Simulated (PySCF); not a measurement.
A run for PySCF: R-B3LYP/LANL2DZ on C2H8Sn (SMILES [CH3][SnH2][CH3]), a point of a torsion scan.

```python
from pyscf import gto, scf, dft, mp
from pyscf.data.elements import chemcore

mol = gto.M(
    atom='''
    C     1.75210419   -0.56897548   -0.10454862
    Sn    0.04975339    0.76204399    0.00080556
    C     0.50774926    2.70598602   -0.82837554
    H     2.44543788   -0.35911157    0.70171485
    H     1.43788645   -1.60221213   -0.02067626
    H     2.27032925   -0.44343170   -1.04816676
    H    -1.25421255    0.09385486   -0.81566720
    H    -0.47309980    0.91036963    1.58745660
    H    -0.34776414    3.36693601   -0.76201082
    H     0.78646487    2.60898986   -1.87165607
    H     1.33418563    3.15979167   -0.29319385
    ''',
    basis='lanl2dz',
    ecp={'Sn': 'lanl2dz'},
    charge=0, spin=0, verbose=3, max_memory=1800)
mf = dft.RKS(mol, xc='b3lyp')
mf.conv_tol = 1e-8
mf.max_cycle = 100
mf.kernel()
if not mf.converged:
    mf = mf.newton().run(mf.mo_coeff, mf.mo_occ)
```

Program output:

```
converged SCF energy = -84.3794841375506
```

Self-consistency was reached.

Cost: around 8 core-seconds (rough).
